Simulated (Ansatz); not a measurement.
`ClB(Cl)[SiH2][GeH3]` + `[SiH3][SiH2][GeH3]` → `[SiH3][SiH2][GeH2][SiH2][GeH3]` + `ClBCl`  (formal exchange of groups at the Si–B bond)

Calculated with Ansatz (gas phase, PBE0-D4/def2-TZVP geometries, no zero-point term in ΔE). CCSD(T)/CBS adds triple-zeta CCSD(T) − MP2 to the extrapolated MP2 energy (def2 sets, frozen cores). This one scheme is used for every species. Functionals use def2-TZVPP. B3LYP here is the variant with VWN-RPA as its local correlation; programs differ in this. For Ge outer-core shells are correlated without core-valence functions, which leaves a few kJ/mol of doubt a bond. Scalar relativity is left out up to krypton. Each species was taken in one conformer, which may not be the lowest.

```csv
level,ΔE (kJ/mol)
B3LYP-D4,-40.1
ωB97X-V,-38.7
B2PLYP,-36.9
PBE,-32.9
HF/def2-TZVPP,-35.5
MP2/def2-TZVPP,-44.7
CCSD/def2-TZVPP,-41.3
MP2/def2-QZVPP,-44.5
```

(1) What does CCSD(T)/CBS give? (An estimate is asked.)

Largest T1 diagnostic among the species: 0.013.

Results:

(1) Computed: -41.7 kJ/mol. The listed levels differ from it by 1.6, 3.0, 4.8, 8.8, 6.2, -3.0, 0.4, -2.8 kJ/mol.

From PBE to PBE0 (25 % exact exchange), in def2-TZVPP and without D4, ΔE moves by −3.1 kJ/mol. The D4 term adds −7.4 kJ/mol with B3LYP and −4.8 kJ/mol with PBE0; it sums over pairs of atoms, weighted by their polarisabilities, and B3LYP, whose exchange is more repulsive, gets the larger term. In def2-TZVPP, CCSD(T) changes the Hartree–Fock value by −6.0 kJ/mol (the triples alone add −0.3 kJ/mol) and MP2 by −9.2 kJ/mol.
